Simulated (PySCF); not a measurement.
**Two-dimensional NMR puzzle**

Compound of formula C6H11B. Correlations simulated from computed shifts and couplings:

HSQC (one-bond C–H):
```
  δH    δC  ¹J(C,H) (Hz)
2.14  23.2           123
1.85   4.8           137
0.97  15.1           124
```

COSY cross peaks (|J| ≥ 2 Hz):
```
  δH    δH  abs. J (Hz)  bonds
2.14  1.85          3.7      5
```

HMBC (two and three bonds, |J| ≥ 2.5 Hz):
```
  δH        δC [abs. J in Hz]
2.14   83.8 [9.6], 80.6 [5.1]
1.85  83.8 [5.2], 80.6 [10.7]
0.97   23.2 [3.2], 15.1 [3.0]
```

Carbons without hydrogens: δ 83.8, 80.6.

PySCF calculation with coordinates at the PBE0-D3(BJ)/def2-SVP level, σ from GIAO-PBE0/pcSseg-1 and J couplings at B3LYP/pcJ-1 (spin–dipole term only in couplings to heteroatoms); one computed conformer, non-relativistic, no solvent model, one averaged value for each set of equivalent atoms.

Referencing at the same level of theory: ¹H (σ = 31.27 ppm), ¹³C (σ = 184.41 ppm) against TMS.

Exchangeable hydrogens are left out of these lists, and C,H couplings along chains are those of one rotamer, so weak HMBC peaks may be missing or extra.

Question: Work out the connectivity.

Answer: `B(CC#CC)(C)C`.

Numbering as in the mapped SMILES `[CH3:1][C:2]#[C:3][CH2:4][B:5]([CH3:6])[CH3:7]`; H(Xn) means a hydrogen on atom n.

δC 83.8 is C3, an alkyne carbon. δC 80.6 is C2, an alkyne carbon. δC 23.2 is C4, a propargylic sp3 CH2 bonded to B (δH 2.14). δC 15.1 is C6/C7, a methyl carbon bonded to B (δH 0.97). δC 4.8 is C1, a propargylic methyl carbon (δH 1.85). HMBC from δH 2.14 reaches the proton-free carbons C3, C2. HMBC from δH 1.85 reaches the proton-free carbons C3, C2. COSY links 2.14–1.85.

The data come from this structure; uniqueness wasn't tested.

A carbon bonded to boron is broadened by the quadrupolar boron nucleus and is often missing from a measured spectrum. Shifts are as computed. Against solution values, carbons near 30 ppm lie about +2 ppm off and those near 130 ppm about +5 ppm. Of 1309 compounds with measured shifts, 239 miss one by over three times the rms of a fit or turn the order of signals round; such compounds aren't used in these exercises.
